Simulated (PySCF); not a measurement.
## Electron correlation in Bi²⁺ (bismuth, charge +2)

[Xe] 4f14 5d10 6s2 6p1, 2P determinant. Computed with PySCF 2.14 in def2-SVP with the def2 core potential (60 electrons) (4s4p2d, 26 functions), with a scalar-relativistic core potential. Frozen: 5s2 5p6 5d10; 3 electrons correlated.

MP2 pair energies summed by pair of shells (mhartree):

| pair | energy | share (%) |
| --- | --- | --- |
| 6s-6s | -12.61 | 58.6 |
| 6s-6p | -8.91 | 41.4 |

Total MP2 correlation energy: -21.51 mhartree.

Same-spin part -1.65 and opposite-spin part -19.87 mhartree; SCS-MP2 scales them by 1/3 and 6/5 to -24.39 mhartree.

| level | correlation energy (mhartree) |
| --- | --- |
| CCSD | -30.70 |
| (T) | -0.16 |
| CCSD(T) | -30.86 |

Diagnostics: T1 = 0.0058, D1 = 0.0131, largest double amplitude 0.075.

Spin-orbit coupling, absent here, splits the open shell strongly.

Cost of the coupled-cluster step: 0.07 s of wall time on 1 thread of Neoverse-V2 (shared host), for 3 correlated electrons.
